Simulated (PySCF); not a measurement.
C6H8ClO (doublet state).
Geometry (GFN2-xTB, Å), atoms numbered from 1 in this order:
```xyz
16
C6H8ClO angstrom
C     -1.749    1.198    0.519
C     -1.350    0.045    0.047
C     -1.635   -1.150   -0.749
C     -0.277   -0.955   -0.095
O      0.814   -0.729   -0.937
C      1.613    0.412   -0.599
C      2.357    0.241    0.667
Cl     1.704    0.832    2.110
H     -2.746    1.566    0.336
H     -1.106    1.822    1.119
H     -1.680   -1.041   -1.823
H     -2.289   -1.915   -0.355
H     -0.041   -1.572    0.772
H      2.313    0.491   -1.436
H      0.979    1.307   -0.559
H      3.086   -0.544    0.774
```

The hyperfine couplings belong to this conformer and change with its torsions.

As a line formula: `Cl[CH]CO[C@H]1C(C1)=C` [radical].

Computed, not measured: PySCF, UKS B3LYP, pcH-1 on C Cl H O, non-relativistic, mean-field spin-orbit, GIAO. One conformer (not necessarily the lowest) at the GFN2-xTB geometry, without solvent, vibrations or thermal averaging. Couplings are sensitive to structure, and on GFN2-xTB geometries they can be far from those on DFT ones. The SCF solution wasn't tested for stability.

Q: Where do the isotropic ENDOR lines of H16, H14, H15, H13, H12 and Cl8 fall at 342.7 mT, to first order?

A: For S = 1/2 in fast tumbling each set of equivalent nuclei gives two lines, ν± = |νn ± a/2| to first order, with νn = g_N μN B/h and μN/h = 7.62259 MHz/T.

| nuclei | isotope | g_N | νn (MHz) | a_iso (MHz) | lower line (MHz) | upper line (MHz) |
| --- | --- | --- | --- | --- | --- | --- |
| H16 | 1H | 5.5857 | 14.59 | -53.43 | 12.12 | 41.31 |
| H14 | 1H | 5.5857 | 14.59 | 33.59 | 2.21 | 31.39 |
| H15 | 1H | 5.5857 | 14.59 | 2.79 | 13.20 | 15.99 |
| H13 | 1H | 5.5857 | 14.59 | -1.27 | 13.95 | 15.23 |
| H12 | 1H | 5.5857 | 14.59 | 0.92 | 14.13 | 15.05 |
| Cl8 | 35Cl | 0.5479 | 1.43 | 8.08 | 2.61 | 5.47 |

Q: Which pairs are centred on the nuclear Larmor frequency, and which on half the coupling?

A: Centred on νn, since |a| < 2νn: H15, H13 and H12. Centred on |a|/2 and split by 2νn: H16, H14 and Cl8.

Main isotope only: 35Cl (natural samples also hold 24 % 37Cl, magnetic too, which adds its own pattern).
